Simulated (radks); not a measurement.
The numbers below are computed, except where a source is named.
Q: The table gives one normalised radial function P(r) = r R(r) (large component) of Rh13+ in [Ar] 3d10 4s2 4p2 (r in bohr). Code: a radial shooting solver on a logarithmic mesh with Libxc functionals. Model: Dirac Kohn-Sham, LB94 model potential, spin-unpolarised, spherical densities, finite nucleus; open shells fill j = l - 1/2 first; Fermi nuclear charge, rms radius 4.4945 fm.

r	P
0.001267	0.0000
0.001624	0.0000
0.002081	0.0000
0.002666	0.0001
0.003444	0.0001
0.004413	0.0003
0.005656	0.0005
0.007247	0.0011
0.009362	0.0021
0.012	0.0041
0.01537	0.0079
0.0197	0.0153
0.02525	0.0291
0.03261	0.0554
0.04179	0.1010
0.05355	0.1785
0.06862	0.3036
0.08864	0.4993
0.1136	0.7607
0.1456	1.0764
0.1865	1.3925
0.241	1.6259
0.3088	1.6689
0.3957	1.4849
0.5071	1.1124
0.655	0.6590
0.8394	0.3022
1.076	0.0993
1.378	0.0213
1.78	0.0024
2.282	0.0001
2.924	0.0000

Which n and l does it have? It may be an empty orbital.

A: n = 3, l = 2: the number of nodes gives n - l - 1 = 0, the rise at small r points to l (for j = l - 1/2 the large component starts outside the nucleus as r^gamma with gamma = sqrt(l^2 - (Z/c)^2) = 1.97 and the r^(l+1) term takes over further out; the orbital of l - 1 with the same j starts with the same power, but with a larger coefficient, and does not steepen), and the extent must fit the shell. The curve is that of 3d3/2; the two j differ most near the nucleus, where j = l - 1/2 has the larger amplitude, and in heavy atoms j = l - 1/2 is also the more compact. 3d3/2: eigenvalue -602.55 eV, 0 radial nodes, <r> = 0.362 bohr, 90 % of the charge inside 0.573 bohr.
